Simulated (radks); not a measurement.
The numbers below are computed, except where a source is named.
Question: Isoelectronic series with 14 electrons, all held in the configuration [Ne] 3s2 3p2, which need not be the ground one along the series. Code: a radial shooting solver on a logarithmic mesh with Libxc functionals. Model: Dirac Kohn-Sham, PBE, spin-unpolarised, spherical densities, point nucleus; open shells fill j = l - 1/2 first. Total energies (hartree) and orbital eigenvalues (eV):

ion    E (hartree)      3p1/2      3s1/2      2p3/2      2p1/2
Si      -289.83876    -4.0899   -10.7970   -95.3010   -95.9482
K5+     -593.79100   -89.2898  -107.5134  -365.6499  -368.5743
Cr10+  -1011.61730  -254.7618  -284.4560  -810.6562  -819.4326
Cu15+  -1544.71500  -498.5847  -539.8871  -1427.067  -1447.935
Ru30+  -3859.06005  -1710.636  -1788.561  -4304.818  -4439.430
In35+  -4879.67996  -2281.378  -2372.404  -5608.974  -5825.985

Estimate the row of Se20+.

Answer: E (hartree) -2195.14002; 3p1/2 -821.4575; 3s1/2 -874.6103; 2p3/2 -2214.617; 2p1/2 -2257.331.
